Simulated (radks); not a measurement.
Values are calculated unless marked as measured or tabulated.
Neutral oxygen inside a hard spherical wall (all orbitals vanish at R), configuration held at [He] 2s2 2p4 and not refilled when levels cross. Code: a radial shooting solver on a logarithmic mesh with Libxc functionals. Model: non-relativistic Kohn-Sham, PBE, spin-polarised, spherical densities, point nucleus; open shells are filled with parallel spins first. Eigenvalues in eV for spin up, with the zero of energy where the potential of the charges vanishes at infinity; a dash marks a level that is unbound or too diffuse for the functional's potential to be trusted. A positive occupied level is held by the wall or, in an anion where self-interaction has pushed it up, behind a barrier. The pressure on the wall is -dE/dV.

\begin{tabular}{lrrrrrrrr}
R (bohr) & E (hartree) & kinetic (hartree) & e(1s) & e(2s) & e(2p) & e(3s, empty) & e(3p, empty) & pressure (GPa) \\ \hline
free & -75.00096 & 74.797 & -514.38 & -25.169 & -10.231 & - & - & 0 \\
12 & -75.00096 & 74.797 & -514.38 & -25.168 & -10.231 & - & - & < 0.0001 \\
10 & -75.00096 & 74.797 & -514.38 & -25.168 & -10.230 & 0.183 & 1.749 & < 0.0001 \\
8 & -75.00091 & 74.798 & -514.37 & -25.162 & -10.224 & 0.797 & 2.873 & 0.00296 \\
5 & -74.99439 & 74.845 & -513.87 & -24.818 & -9.861 & 5.894 & 9.838 & 1.03 \\
4 & -74.96405 & 75.020 & -512.48 & -23.913 & -8.853 & 13.157 & 18.196 & 9.63 \\
3.5 & -74.90920 & 75.298 & -510.62 & -22.749 & -7.520 & 20.778 & 26.258 & 32.7 \\
3 & -74.76185 & 75.960 & -506.82 & -20.354 & -4.766 & 34.584 & 39.986 & 123 \\
\end{tabular}
